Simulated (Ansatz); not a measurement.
Total energies of C6H16ClN2OV, SMILES `C[N](C)[V]([OH])([Cl])=[N]C(C)(C)C`.

Z-matrix (Å, degrees):
```
C
N 1 1.445
V 1 2.725 2 37.5
H 1 1.098 2 111.3 3 -117.5
H 1 1.097 2 110.8 3 121.7
H 1 1.095 2 111.1 3 3.2
C 2 1.436 1 113.8 3 179.4
O 3 1.795 1 98.0 2 -123.5
Cl 3 2.206 1 93.9 2 123.4
N 3 1.602 1 134.1 2 0.7
H 7 1.099 2 110.9 1 -58.9
H 7 1.098 2 110.8 1 60.4
H 7 1.088 2 110.0 1 -179.4
H 8 0.962 3 118.5 1 -22.5
C 10 1.433 3 169.5 1 176.0
C 15 1.528 10 108.6 3 -116.7
C 15 1.528 10 108.0 3 3.2
C 15 1.528 10 108.3 3 122.9
H 16 1.093 15 110.1 10 179.1
H 16 1.092 15 110.7 10 -61.0
H 16 1.091 15 110.4 10 59.1
H 17 1.091 15 110.4 10 -59.9
H 17 1.093 15 110.0 10 -179.9
H 17 1.091 15 110.4 10 60.0
H 18 1.091 15 110.4 10 -59.2
H 18 1.092 15 110.7 10 60.9
H 18 1.093 15 110.0 10 -179.3
```

Total charge 0; spin multiplicity 1. Correlated methods include outer-core shells of V, which these sets cover unevenly. Scalar relativity is left out up to krypton. Geometry: relaxed with PBE0-D4/def2-TZVP. It is one conformer, not always the lowest. Basis def2-TZVPP, Ansatz 0.2.0.

RPA on PBE orbitals: Hartree–Fock energy of these orbitals -1822.66376 Eh, correlation -3.98000 Eh (frozen core).

```tsv
functional	energy without D4 (Eh)	D4 term (kJ/mol)
LDA (SPW92)	-1820.29181	–
PBE	-1826.61203	-76.4
BLYP	-1827.40985	-161.1
r2SCAN	-1827.25947	-22.3
B97M-V	-1827.16527	–
PBE0	-1826.65916	-66.2
B3LYP	-1827.57565	-119.9
CAM-B3LYP	-1827.35514	-67.6
ωB97M-V	-1827.22525	–
PBE-QIDH	-1826.43349	–
```

(1) Give the same for revPBE, r2SCANh, r2SCAN0, HSE06 (plane-wave form), BHLYP, LC-ωPBE, ωB97X-V, B2PLYP. (An estimate is asked.)

B3LYP takes the VWN-RPA correlation (the form of Gaussian; ORCA's B3LYP/G). HSE06 is the plane-wave form, built on full-range PBE exchange. The double hybrids freeze the cores in their second-order part.

Results:

(1) Ansatz gave: 
```csv
functional,energy without D4 (Eh),D4 term (kJ/mol)
revPBE,-1827.24067,-221.4
r2SCANh,-1827.20615,-23.5
r2SCAN0,-1827.13025,-25.7
HSE06 (plane-wave form),-1826.62009,-62.0
BHLYP,-1827.17167,-90.2
LC-ωPBE,-1826.93966,–
ωB97X-V,-1827.18937,–
B2PLYP,-1826.91337,–
```

LC-ωPBE has ω = 0.4 bohr⁻¹.
